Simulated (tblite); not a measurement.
C6H5FSi.
SMILES: `C#CC1=C[SiH2]C=C1F`

All values are computed: GFN2-xTB (tblite) harmonic vibrations without scaling, gas phase. The method is semi-empirical: single wavenumbers can be off by several per cent or more. Modes of hydrogen on silicon can be 10 to 20 % off.

Harmonic wavenumbers (cm⁻¹): 106.7, 115.0, 175.1, 259.3, 325.1, 413.5, 413.7, 425.9, 486.2, 504.9, 516.0, 601.7, 618.0, 663.0, 686.2, 726.1, 758.8, 767.3, 807.2, 810.0, 816.5, 1073.4, 1121.7, 1175.5, 1306.3, 1563.7, 1618.3, 2243.5, 2268.0, 2269.9, 3105.4, 3129.2, 3394.7.

A = 3118, B = 1371, C = 963.2 MHz; mass 124.014 u (most abundant isotopes); point group Cs, symmetry number 1.

Q: Zero-point energy?

A: Half the sum of the wavenumbers: 17633 cm⁻¹ = 50.41 kcal/mol.

Q: Give the ideal-gas entropy at 273.15 K and 1 bar in the rigid-rotor, harmonic-oscillator model (classical rotation).

A: Translation 39.95, rotation 28.49, vibration 17.42: S = 85.9 cal/(mol K).

Q: And Cp and H(273.15 K) − H(0)?

A: Cp = 31.88 cal/(mol K), of which vibrations give 23.93 (their classical limit is 33 R = 65.6); H(273.15 K) − H(0) = 5.05 kcal/mol without the zero-point energy, 2.88 from vibrations.

Q: How do the functions run with temperature in this model?

A: 
```tsv
T (K)	S (cal/(mol K))	Cp (cal/(mol K))	H − H(0) (kcal/mol)	G − H(0) (kcal/mol)	ln q(vib)
50	55.7	10.2	0.43	-2.36	0.09
100	64.1	14.3	1.04	-5.37	0.58
298.15	88.7	34.0	5.88	-20.58	3.95
373.15	97.0	39.6	8.65	-27.55	5.47
500	109.6	46.5	14.14	-40.67	8.08
750	130.3	55.1	26.94	-70.76	13.00
1000	146.9	60.3	41.41	-105.48	17.45
```

q(vib) and H(0) count from the zero-point level.

Q: Which modes carry the vibrational entropy at 273.15 K?

A: 106.7 cm⁻¹: 3.16; 115.0 cm⁻¹: 3.01; 175.1 cm⁻¹: 2.22; 259.3 cm⁻¹: 1.52; 325.1 cm⁻¹: 1.14; 413.5 cm⁻¹: 0.79 cal/(mol K); the other 27 give 5.58 together.

Q: Blend soft modes into free rotors: weight 1/[1 + (100 cm⁻¹/ν̃)⁴] for the oscillator and the rest for a rotor with moment μB/(μ + B), μ = h/(8π²ν), B = 10⁻⁴⁴ kg m². What vibrational entropy results?

A: 17.10 cal/(mol K) in place of 17.42, which changes −T·S at 273.15 K by +0.09 kcal/mol.

Hindered rotation and anharmonicity are outside this model.
